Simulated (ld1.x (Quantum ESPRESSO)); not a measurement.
**Zn: ultrasoft pseudisation with PBEsol, scalar-relativistic reference atom.**

zinc, ultrasoft, made with ld1.x (Quantum ESPRESSO) 7.5 (PBEsol, scalar-relativistic). Core [Ne] 3s2, reference 3p6 3d10 4s2 4p0. Waves: 4s (bound): rcut 2.05, rcutus 2.25 bohr; 4s channel at 0.45 Ry: rcut 2.05, rcutus 2.25 bohr; 3p (bound): rcut 1.30, rcutus 1.40 bohr; 4p (bound, empty): rcut 1.30, rcutus 1.40 bohr; 3d (bound): rcut 0.85, rcutus 0.95 bohr; 3d channel at 3.55 Ry: rcut 0.85, rcutus 0.95 bohr; 4f channel at 0.1 Ry: rc 1.85 bohr. Local part: the f channel. Core correction: none. Augmentation charge: PSQ, inside the norm-conserving radii.

- Cutoffs needed: 180 Ry and 300 Ry (the cutoffs (Ry, on a coarse ladder) from which the occupation-weighted sum of valence levels, in a spherical-Bessel basis at the reference potential, stays within 10 and 1 mRy of its value at 400 Ry)
- Ghost test: no extra level below or beside the all-electron valence levels (s, p, d, f tested) (spherical-Bessel basis up to 400 Ry, 20 bohr box)
- Configuration tests: test run stopped at test 3 of 7 (negative rho)
- Lowest eigenvalue of the overlap operator: 0.08 (p channel)
- Density cutoff estimated by the generator: 629 Ry
